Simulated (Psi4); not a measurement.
C$_{4}$H$_{7}$O (SMILES [CH2]C(=O)CC), doublet (typed; the unrestricted solution is spin-contaminated), at a GFN2-xTB geometry, atoms displaced at random by about 0.03 Å a coordinate; HF/6-31G, gradient (Psi4).

Here is a job for Psi4.
```
memory 2 GB

molecule mol {
0 2
C     1.408003   -0.766389    0.122057
C     0.563573    0.315729   -0.076299
O     0.809305    1.200239   -0.986607
C    -0.769237    0.320144    0.678124
C    -1.738208   -0.772080    0.177106
H     1.264128   -1.492699    0.898516
H     2.435121   -0.766532   -0.290029
H    -0.564622    0.105172    1.705374
H    -1.180418    1.235435    0.504308
H    -2.604663   -0.812140    0.677712
H    -1.902135   -0.597476   -0.936129
H    -1.198061   -1.812677    0.191875
symmetry c1
no_reorient
no_com
}

set {
  basis 6-31g
  reference uhf
}

gradient('scf')
print_variables()
```

It wrote (shortened):

```
gradient() will perform analytic gradient computation.

   => Loading Basis Set <=

    Name: 6-31G
    Role: ORBITAL
    Keyword: BASIS

         ---------------------------------------------------------
                                   SCF
               by Justin Turney, Rob Parrish, Andy Simmonett
                          and Daniel G. A. Smith
                              UHF Reference
         ---------------------------------------------------------

  ==> Geometry <==

    Molecular point group: c1
    Full point group: C1

    Geometry (in Angstrom), charge = 0, multiplicity = 2:

       Center              X                  Y                   Z               Mass
    ------------   -----------------  -----------------  -----------------  -----------------
         C            1.408003000000    -0.766389000000     0.122057000000    12.000000000000
         C            0.563573000000     0.315729000000    -0.076299000000    12.000000000000
         O            0.809305000000     1.200239000000    -0.986607000000    15.994914619570
         C           -0.769237000000     0.320144000000     0.678124000000    12.000000000000
         C           -1.738208000000    -0.772080000000     0.177106000000    12.000000000000
         H            1.264128000000    -1.492699000000     0.898516000000     1.007825032230
         H            2.435121000000    -0.766532000000    -0.290029000000     1.007825032230
         H           -0.564622000000     0.105172000000     1.705374000000     1.007825032230
         H           -1.180418000000     1.235435000000     0.504308000000     1.007825032230
         H           -2.604663000000    -0.812140000000     0.677712000000     1.007825032230
         H           -1.902135000000    -0.597476000000    -0.936129000000     1.007825032230
         H           -1.198061000000    -1.812677000000     0.191875000000     1.007825032230

  Running in c1 symmetry.

  Rotational constants: A =      0.27384  B =      0.12924  C =      0.10247 [cm^-1]
  Rotational constants: A =   8209.62400  B =   3874.62798  C =   3072.01787 [MHz]
  Nuclear repulsion =  167.278744198954286

  Charge       = 0
  Multiplicity = 2
  Electrons    = 39
  Nalpha       = 20
  Nbeta        = 19

  ==> Algorithm <==

  SCF Algorithm Type is DF.
  DIIS enabled.
  MOM disabled.
  Fractional occupation disabled.
  Guess Type is SAD.
  Energy threshold   = 1.00e-08
  Density threshold  = 1.00e-08
  Integral threshold = 1.00e-12

[...]
  @DF-UHF Final Energy:  -230.26075197778204
    Total Energy =                       -230.2607519777820357
[...]
         H           -0.564622000000     0.105172000000     1.705374000000     1.007825032230
         H           -1.180418000000     1.235435000000     0.504308000000     1.007825032230
         H           -2.604663000000    -0.812140000000     0.677712000000     1.007825032230
         H           -1.902135000000    -0.597476000000    -0.936129000000     1.007825032230
         H           -1.198061000000    -1.812677000000     0.191875000000     1.007825032230

  Nuclear repulsion =  167.278744198954286

  ==> Basis Set <==

  Basis Set: 6-31G
    Blend: 6-31G
    Number of shells: 39
    Number of basis functions: 59
    Number of Cartesian functions: 59
    Spherical Harmonics?: false
    Max angular momentum: 1

  ==> DFJKGrad: Density-Fitted SCF Gradients <==

    Gradient:                    1
    J tasked:                  Yes
    K tasked:                  Yes
    wK tasked:                  No
    Integrals threads:           1
    Schwarz Cutoff:          1E-12
    Fitting Condition:       1E-10

   => Auxiliary Basis Set <=

  Basis Set: (6-31G AUX)
    Blend: CC-PVDZ-JKFIT
    Number of shells: 183
    Number of basis functions: 580
    Number of Cartesian functions: 580
    Spherical Harmonics?: false
    Max angular momentum: 3

  -Total Gradient:
     Atom            X                  Y                   Z
    ------   -----------------  -----------------  -----------------
       1       -0.054452930588     0.003223094276    -0.003324602712
       2        0.027735136749     0.007088857649     0.006412837768
       3       -0.000290776923     0.002747126512    -0.009730183526
       4       -0.026216395969     0.048300305676     0.011959218722
       5       -0.095550073304     0.031787584240     0.082915413797
       6        0.008184759676     0.000132669447     0.001743912739
       7        0.023717150352    -0.000134332094     0.000237992238
       8        0.000693118573    -0.010301228647    -0.012955001960
       9        0.024557833538    -0.049987890642    -0.003769691441
      10        0.060896145435     0.002269842901    -0.035456528119
      11        0.004607894603     0.004547555579    -0.032144638340
      12        0.026118137859    -0.039673584898    -0.005888729167

  Variable Map:
  ----------------------------------------------------------------------------
[...]
  Array Variable Map:
  ----------------------------------------------------------------------------
[...]
[...]
```
